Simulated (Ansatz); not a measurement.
Geometry optimisation, RKS PBE0-D4/6-31G (Ansatz).

The input (input.yaml):

```yaml
crystal:
  periodic: [false, false, false]
  atoms:
    - { symbol: B, position_ang: [-0.6922, 0.3537, -0.4371] }
    - { symbol: C, position_ang: [0.4031, -0.3925, 0.3107] }
    - { symbol: F, position_ang: [-0.0613, -0.7308, 1.5635] }
    - { symbol: F, position_ang: [0.7974, -1.5259, -0.3946] }
    - { symbol: F, position_ang: [1.5297, 0.4047, 0.3946] }
    - { symbol: H, position_ang: [-1.3051, 1.2753, 0.1299] }
    - { symbol: H, position_ang: [-0.6104, 0.5475, -1.6128] }
basis:
  gaussian: { orbitals: "6-31G" }
hamiltonian:
  xc: pbe0
  dispersion: d4
relax:
  f_tol: 0.02
  max_steps: 40
```

Command:

```bash
$ ansatz run input.yaml --threads 1 --pin off --max-ram 2048MiB --backend cpu --events-out ev --progress --plain --runs-dir out
```

Task: Where does it end, and by what steps?

Result: The forces met the threshold. Limits of this set-up: no polarisation functions. After 6 steps the energy has fallen by 0.416 eV; B1 moved furthest, 0.17 Å.

| step | energy less start (eV) | largest force component (eV/Å) | accepted |
| --- | --- | --- | --- |
| 0 | 0.0000 | 3.852 | yes |
| 1 | -0.3425 | 1.487 | yes |
| 2 | -0.4011 | 0.515 | yes |
| 3 | -0.4129 | 0.360 | yes |
| 4 | -0.4158 | 0.104 | yes |
| 5 | -0.4162 | 0.020 | yes |
| 6 | -0.4162 | 0.007 | yes |

```xyz
7
Properties=species:S:1:pos:R:3
B -0.649 0.513 -0.478
C 0.390 -0.393 0.299
F -0.002 -0.774 1.570
F 0.768 -1.550 -0.360
F 1.537 0.401 0.437
H -1.348 1.236 0.153
H -0.635 0.498 -1.665
```

Whether the end is a true minimum wasn't checked by a vibrational analysis.

Time of the run: 24 s on 1 thread of Arm Neoverse N1, with other jobs on the host, peak memory 0.14 GiB.
